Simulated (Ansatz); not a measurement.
Two isomers of C2H7BO2: A = `CB(O)CO`, B = `BOCCO`.

Computed with Ansatz on PBE0-D4/def2-TZVP structures; ΔE is electronic, products minus reactants. CCSD(T)/CBS adds triple-zeta CCSD(T) − MP2 to the extrapolated MP2 energy (def2 sets, frozen cores). DFT in def2-TZVPP. B3LYP here is the variant with VWN-RPA as its local correlation; programs differ in this. One conformer a species, not always the lowest.

(1) Which isomer does CCSD(T)/CBS put lower? Give the gap. (Estimate.)

(2) Give E(B) − E(A) in kJ/mol with B2PLYP, HF/def2-TZVPP, CCSD(T)/def2-TZVPP, ωB97M-V, PBE0-D4, B3LYP-D4, B3LYP. (Estimate.)

Largest T1 diagnostic: 0.013.

## Answers

(1) The calculation gave: A, by 117.8 kJ/mol.

(2) The calculation gave: B2PLYP 115.0, HF/def2-TZVPP 100.6, CCSD(T)/def2-TZVPP 115.5, ωB97M-V 121.0, PBE0-D4 123.4, B3LYP-D4 115.3, B3LYP 113.9. None reverses the order clearly.

In def2-TZVPP, CCSD(T) changes the Hartree–Fock value by +14.9 kJ/mol (the triples alone add +0.2 kJ/mol) and MP2 by +20.0 kJ/mol.
